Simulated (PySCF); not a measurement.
**Dipole response of Ga⁻ (gallium, charge -1)**

[Ar] 3d10 4s2 4p2, high-spin 3P determinant. Calculation: PySCF 2.14, in aug-cc-pVQZ-PP with ECP10MDF; scalar relativity through the core potential. Coupled (time-dependent) response in atomic units; α is the mean over directions.

| method | mean α (bohr³) | α xx, yy, zz | C₆ (like pair) | S(−4) |
| --- | --- | --- | --- | --- |
| UHF | 410.8 | 188.0, 522.4, 522.1 | 8044 | 166500 |

S(−4) is the Cauchy moment in α(ω) = α(0) + S(−4) ω² + …

Spin-orbit coupling is absent.

α(iu) at UHF:

```csv
u (hartree),α(iu) (bohr³)
0,410.8
0.0500,237.5
0.100,131.2
0.200,56.64
0.300,31.81
0.500,14.42
0.750,7.477
1.00,4.680
1.50,2.435
2.00,1.538
3.00,0.7997
5.00,0.3359
```

A single London oscillator, α(iu) = α/(1 + u²/ω²), gives C₆ = (3/4) ω α². Matching the computed C₆ needs ω = 4 × 8044 / (3 × 410.8²) = 0.0636 hartree.

For an ion, C₆ is the dispersion term alone; charge-induced terms of lower order in 1/R come first.

The components differ because the open shell of this determinant is not spherical; for a pure term their mean is the scalar polarisability.

Energies and moments cover only the electrons outside the core potential.
